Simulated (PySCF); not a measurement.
Simulation results for BH₈NSi₂

Calculation on a computer-drawn molecule: the log of a Hartree-Fock and frozen-core CCSD(T) single point meant for a local Hartree-Fock minimum, with one planted fault or none, to be diagnosed. Offsets are logged minus clean, where the clean run is the same molecule without the fault. The reference is restricted for singlets and unrestricted otherwise, and also for a bond in bohr or an excited solution. Adding or removing an electron swaps singlet and doublet. The excited solution moves the top pair (singlet) or top alpha electron (doublet) to the lowest empty orbital. Highest occupied and lowest empty are orbital energies over both spins, largest force is the largest gradient component, triples share is (T) over the correlation energy, the T1 limit is 0.02 restricted and 0.045 unrestricted, electrons count all cores, a negative frequency is imaginary (commonest isotopes), and the dipole is about the centre of nuclear charge. Program: PySCF 2.14.0.

```yaml
- formula: BH8NSi2
  logged_structure:
    atoms_angstrom:
      - [Si, 1.7622, -1.7968, -1.2175]
      - [B, -0.0624, -1.9114, -0.2878]
      - ["N", -1.3148, -1.8315, -0.9233]
      - [Si, -1.7202, -1.6205, -2.6166]
      - [H, 2.5363, -0.6583, -0.6565]
      - [H, 1.6918, -1.6129, -2.6913]
      - [H, 2.5343, -3.0396, -0.9536]
      - [H, -0.0565, -2.0604, 0.9096]
      - [H, -2.1083, -1.9071, -0.312]
      - [H, -1.1897, -2.729, -3.4366]
      - [H, -3.1972, -1.61, -2.695]
      - [H, -1.1885, -0.3454, -3.14]
  given:
    meant_charge: 0
    meant_multiplicity: 1
    meant_basis: "cc-pV(D+d)Z"
    logged_electrons: 48
    logged_basis_functions: 36
    logged_SCF_converged: "yes"
    logged_spin_squared: 0.0
    "logged_highest_occupied [eV]": -8.4957
    "logged_lowest_empty [eV]": 8.5106
    "logged_largest_force [hartree/bohr]": 0.040792
    logged_T1_diagnostic: 0.016874
    logged_D1_diagnostic: 0.08072
    logged_triples_share: 0.017853
    logged_CC_converged: "yes"
    "logged_dipole_magnitude [debye]": 2.1689
    logged_SCF_stable_within_its_kind: "yes"
    "logged_energy_HF [hartree]": -654.03201
    "logged_energy_CCSD(T) [hartree]": -654.27025
    possible_faults: "no fault, one electron removed, one electron added, multiplicity raised by two, geometry at a saddle point, SCF held on an excited solution, minimal basis STO-3G, one bond length entered in bohr, all coordinates scaled"
    drawn_bonds_atom: [1, 2, 3, 1, 1, 1, 2, 3, 4, 4, 4]
    drawn_bonds_other_atom: [2, 3, 4, 5, 6, 7, 8, 9, 10, 11, 12]
    drawn_bonds_order: [1, 1, 1, 1, 1, 1, 1, 1, 1, 1, 1]
  results: {}
```

Question: Give the missing planted fault for BH₈NSi₂.
Answer: minimal basis STO-3G

Further results for BH₈NSi₂:

```
HF energy offset from clean run      : 4818 kcal/mol
CCSD(T) energy offset from clean run : 5009 kcal/mol
```
